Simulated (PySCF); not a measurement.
C₄H₆BF, SMILES C#CB(F)CC.

Coordinates come from a PBE0-D3(BJ)/def2-SVP optimisation. This is a generated structure with no PubChem entry under its InChIKey; it may be hypothetical. One conformer was computed; it need not be the lowest.

These are TDA-PBE/def2-SVPD (PySCF) values and carry that method's errors.

Vertical excitations.  State labels are in the subgroup Cs.

Computed UV-visible absorptions:
```tsv
state	symmetry	energy (eV)	λ (nm)	f	main pairs
S1	A"	4.73	262	0.001	HOMO→LUMO 99 %
S2	A"	5.23	237	0.001	HOMO−2→LUMO 99 %
S3	A'	5.83	213	0.086	HOMO−1→LUMO 67 %, HOMO→LUMO+1 23 %
S4	A'	6.05	205	0.008	HOMO−3→LUMO 89 %
S5	A"	6.54	190	0.000	HOMO−4→LUMO 100 %
S6	A"	7.01	177	0.002	HOMO−1→LUMO+1 100 %
S7	A'	7.06	176	0.038	HOMO−2→LUMO+1 74 %, HOMO→LUMO+1 13 %
S8	A'	7.14	174	0.040	HOMO→LUMO+2 89 %
S9	A"	7.28	170	0.000	HOMO−5→LUMO 99 %
S10	A"	7.51	165	0.018	HOMO−1→LUMO+2 100 %
T1	A'	4.32	287	0	HOMO−1→LUMO 96 %
T2	A"	4.36	284	0	HOMO→LUMO 98 %
T3	A"	4.87	254	0	HOMO−2→LUMO 99 %
T4	A'	5.52	224	0	HOMO→LUMO+1 88 %
```
Triplets are in the Tamm–Dancoff approximation.
